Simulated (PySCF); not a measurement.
# UHF on Ne²⁺ (neon, charge +2)

Configuration: [He] 2s2 2p4, high-spin 3P determinant. Computed with PySCF 2.14 in cc-pVDZ-DK, with scalar relativity by spin-free X2C-1e.

| Quantity | Value |
| --- | --- |
| Total energy | -126.455444 hartree |
| One-electron energy | -166.6077 hartree |
| Hartree (Coulomb) energy | 51.2662 hartree |
| Exchange energy | -11.1140 hartree |
| ⟨S²⟩ | 2.0029 |
| ⟨L²⟩ | 2.004 |
| Sum of ⟨r⟩ | 5.230 bohr |
| Sum of ⟨r²⟩ | 5.109 bohr² |
| Traceless quadrupole moment −½Σ⟨3z² − r²⟩ along its main axis | -0.371 e·bohr² |
| Langevin diamagnetic susceptibility | -4.05 ×10⁻⁶ cm³/mol |
| Time after the integrals | 0.04 s of wall time on 1 thread of AMD EPYC 9R14 (shared host) |

| shell | electrons | mean orbital energy (hartree) | spread (hartree) | rms radius, mean of both spins (bohr) |
| --- | --- | --- | --- | --- |
| 1s α | 1 | -34.76076 | 0 | 0.182 |
| 1s β | 1 | -34.62250 | 0 | 0.182 |
| 2s α | 1 | -3.65780 | 0 | 0.916 |
| 2s β | 1 | -3.18883 | 0 | 0.916 |
| 2p α | 3 | -2.57425 | 0.14137 | 0.917 |
| 2p β | 1 | -2.35056 | 0 | 0.917 |
